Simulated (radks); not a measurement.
Results of a calculation; reference values are marked as such.
Spherical quantum dot in the effective-mass picture: electrons in a parabolic well V = omega^2 r^2 / 2 with omega = 4.79, all in effective atomic units (hartree* = m*/eps^2 hartree, bohr* = eps/m* bohr), one dielectric constant everywhere. Level of theory: non-relativistic Kohn-Sham, r2SCAN, spin-polarised, spherical densities, generalised Kohn-Sham scheme (a radial shooting solver with Libxc functionals). Levels are named by radial order and angular momentum (1s, 1p, 1d, 2s, ...), and open shells are averaged over m. Results are scaled to m* = 0.03 and eps = 10.4, for which hartree* = 7.548 meV and bohr* = 18.34 nm.

N = 20, configuration 1s2 1p6 1d10 2s2. This is the lowest configuration that the search found. Occupied and some empty levels:

level,occupation,eigenvalue (meV),<r> (nm)
1s,2,219.27,11.84
1p,6,243.08,15.17
1d,10,268.86,17.63
2s,2,272.09,15.81
1f,0,296.39,19.63
2p,0,301.23,17.98
1g,0,325.39,21.38

Energy (meV): total 3655.52, kinetic 795.56, external 1485.7, Hartree 1535.3, exchange-correlation -161.07.

Electron density:

r (nm),n(r) (e/nm^3)
2.39,0.0008265
4.95,0.0007093
7.51,0.0006149
10.1,0.0005823
12.6,0.0005657
15.2,0.0004988
17.8,0.0003683
20.3,0.0002194
22.9,0.0001049
25.4,0.00003955
28.0,0.00001183
30.6,2.848e-06
33.1,5.414e-07
